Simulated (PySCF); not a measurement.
**Working out the ionisation energy of Ho**

Ho [Xe] 4f11 6s2 (high-spin determinant) → Ho⁺ [Xe] 4f11 6s1 (high-spin determinant). Computed with PySCF 2.14 in cc-pwCVTZ-X2C with one added diffuse shell of g type (12s11p9d7f5g1h, 195 functions), with scalar relativity by spin-free X2C-1e. Frozen: [Ar] 3d10. Energies in hartree (1 hartree = 27.21139 eV):

| part | Ho (lower) | Ho⁺ (upper) |
| --- | --- | --- |
| UHF | -12611.246874 | -12611.065692 |
| MP2 opposite-spin | -1.397870 | -1.367361 |
| MP2 same-spin | -0.813802 | -0.804891 |

Task: What does Hartree-Fock give?

Result: (-12611.065692) − (-12611.246874) = 0.181182 hartree = 4.930 eV.

Task: What do MP2 and SCS-MP2 (6/5 opposite-spin, 1/3 same-spin) give?

Result: The opposite-spin parts differ by 0.830 eV and the same-spin parts by 0.242 eV. MP2: 4.930 + (0.830) + (0.242) = 6.002 eV. SCS-MP2: 4.930 + 1.2 × (0.830) + (0.242)/3 = 6.007 eV.

A first-order spin-orbit estimate adds 0.000 eV to MP2 (valence and next inner shell), giving 6.002 eV against 6.021 eV (measured; NIST Atomic Spectra Database, ionization energies).

One determinant mixes LS terms, so it does not stand for a single term.

What remains against the reference includes basis incompleteness, the frozen core and correlation beyond second order.
